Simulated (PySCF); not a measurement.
Computed IR spectrum (relative IR intensity) of a molecule C4H7Cl. Geometry: PBE-D3(BJ)/def2-SVP. Other conformers were not sampled. These are PBE-D3(BJ)/def2-SVP (PySCF) values and carry that method's errors. Frequencies are harmonic and unscaled.

Lines under 2 % of the strongest are left out, and lines within 2 cm⁻¹ are merged.

```tsv
ν (cm⁻¹)	relative intensity
361	8.5
516	5.9
705	21
823	61
904	5.7
926	4.7
1021	25
1177	5.7
1252	62
1395	5.9
1406	6.6
1433	5.9
3003	100
3008	7.0
3030	12
3061	5.9
3072	23
3079	50
```

Question: Which structure fits?
A) CC/C=C\Cl
B) ClCC1CC1
C) ClC1CCC1
D) C/C=C(\C)Cl

Answer: C, ClC1CCC1
